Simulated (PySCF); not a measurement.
C3H13NSi2, SMILES CCC(N)([SiH3])[SiH3]. The structure is a stationary point at PBE-D3(BJ)/def2-SVP. The structure was generated by enumeration, and PubChem lists no compound with its InChIKey, so it may never have been made. Other conformers were not sampled.

Give the equilibrium geometry at PBE-D3(BJ)/def2-SVP (PySCF confirms it by a frequency run) as Cartesian coordinates in Å. (Estimate from the structure and the level; the computed values follow.)

Several could match; the one computed here: 
```xyz
19

C     -2.4816     0.5524    -0.0153
C     -1.2907    -0.0463    -0.7713
C     -0.0036    -0.2397     0.0666
N     -0.2440    -1.2308     1.1442
Si     0.6728     1.4087     0.8001
Si     1.3284    -1.0018    -1.0786
H     -2.7853    -0.0852     0.8405
H     -3.3645     0.6409    -0.6796
H     -2.2596     1.5659     0.3789
H     -1.5863    -1.0410    -1.1738
H     -1.0553     0.5952    -1.6488
H     -0.9117    -0.8576     1.8342
H      0.6210    -1.4167     1.6694
H      0.7802     2.5436    -0.1890
H      2.0421     1.1384     1.3698
H     -0.2049     1.8468     1.9464
H      2.5022    -1.4515    -0.2485
H      1.8054     0.0247    -2.0727
H      0.7634    -2.1844    -1.8177
```
Charge 0, spin multiplicity 1.
